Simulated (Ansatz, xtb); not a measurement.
# C5H5FN2: which of two isomers lies lower

Structure a is `C=Cc1nc(F)c[nH]1`, a singlet and structure b is `C/C=C1\N=CC(F)=N1`, a singlet. Both are isolated molecules in the gas phase, relaxed with B3LYP/def2-SVP, each in the lowest conformer that the search found.

Question: Estimate E(b) − E(a) at the level CCSD(T)/def2-SVP + ΔMP2/def2-TZVPP.

Answer: Calculated at CCSD(T)/def2-SVP + ΔMP2/def2-TZVPP: E(b) − E(a) = +5.9 kcal/mol, so structure a lies lower.

The same difference at several levels:

```csv
level,geometry,E(b) − E(a) (kcal/mol),departure from the last row (kcal/mol),"job, with rough time for the two"
GFN2-xTB,GFN2-xTB,+12.1,+6.2,"optimisation, 0.41 s"
HF/STO-3G,GFN2-xTB,+1.5,−4.5,"single point, 1.7 s"
r2SCAN-D4/def2-SVP,GFN2-xTB,+9.1,+3.1,"single point, 9.3 s"
B3LYP/def2-SVP,B3LYP/def2-SVP,+8.8,+2.9,"optimisation, 96 s"
HF/def2-SVP,B3LYP/def2-SVP,+8.2,+2.3,part of the CCSD(T) run
MP2/def2-SVP,B3LYP/def2-SVP,+8.7,+2.8,part of the CCSD(T) run
CCSD(T)/def2-SVP,B3LYP/def2-SVP,+6.9,+1.0,single point
CCSD(T)/def2-SVP + ΔMP2/def2-TZVPP,B3LYP/def2-SVP,+5.9,,"single point, 3.9 min"
```

As drawn, b has 1 C–C, 2 C–N, 2 C=N, 1 C–H in place of 4 C∷N, 1 C∷C, 1 N–H (∷ is an aromatic bond). Structure a has a 5-membered ring (with an aromatic ring), b a 5-membered ring.

The levels shown agree on the order. The largest departure from CCSD(T)/def2-SVP + ΔMP2/def2-TZVPP is that of GFN2-xTB, 6.2 kcal/mol. The last row adds to CCSD(T) the change of the MP2 difference between the two basis sets, here −1.0 kcal/mol.

With thermal terms from frequencies at re-optimised GFN2-xTB minima (ideal gas, soft modes damped towards free rotors, one conformer each, 298.15 K, 1 atm): the zero-point term adds −0.4 kcal/mol; ΔH is +5.7 and ΔG +5.3 kcal/mol.

The correlated steps freeze 8 core orbitals. Run with Ansatz 0.2.0, xtb 6.7.1; the last row on 2 threads of Intel(R) Xeon(R) Processor @ 2.50GHz (Skylake/Cascade Lake) on a shared host.
